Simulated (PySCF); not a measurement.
Computed IR spectrum (relative IR intensity) of a molecule C2H6O2Sn. Geometry optimised at PBE-D3(BJ)/def2-SVP. The def2 effective core potentials stand for the cores of Sn; spin–orbit coupling is left out. The values are those of a single conformer. These are PBE-D3(BJ)/def2-SVP in PySCF 2.14.0 values and carry that method's errors. Frequencies are harmonic and unscaled.

Lines under 2 % of the strongest are left out, and lines within 2 cm⁻¹ are merged.

```json
[
 {"ν (cm⁻¹)": "164", "relative intensity": "2.9"},
 {"ν (cm⁻¹)": "202", "relative intensity": "82"},
 {"ν (cm⁻¹)": "259", "relative intensity": "2.2"},
 {"ν (cm⁻¹)": "275", "relative intensity": "88"},
 {"ν (cm⁻¹)": "463", "relative intensity": "17"},
 {"ν (cm⁻¹)": "487", "relative intensity": "53"},
 {"ν (cm⁻¹)": "549", "relative intensity": "29"},
 {"ν (cm⁻¹)": "571", "relative intensity": "47"},
 {"ν (cm⁻¹)": "585", "relative intensity": "32"},
 {"ν (cm⁻¹)": "588", "relative intensity": "49"},
 {"ν (cm⁻¹)": "838", "relative intensity": "15"},
 {"ν (cm⁻¹)": "847", "relative intensity": "100"},
 {"ν (cm⁻¹)": "939", "relative intensity": "19"},
 {"ν (cm⁻¹)": "954", "relative intensity": "6.8"},
 {"ν (cm⁻¹)": "992", "relative intensity": "11"},
 {"ν (cm⁻¹)": "1199", "relative intensity": "8.2"},
 {"ν (cm⁻¹)": "1366", "relative intensity": "7.4"},
 {"ν (cm⁻¹)": "1854", "relative intensity": "100"},
 {"ν (cm⁻¹)": "3041", "relative intensity": "9.0"},
 {"ν (cm⁻¹)": "3131", "relative intensity": "4.4"},
 {"ν (cm⁻¹)": "3709", "relative intensity": "65"}
]
```

Task: Identify the compound among the candidates.
(A) C=[CH][SnH]([OH])[OH]
(B) CC(=O)[O][SnH3]
(C) C[O][Sn][O]C

Result: A, C=[CH][SnH]([OH])[OH]
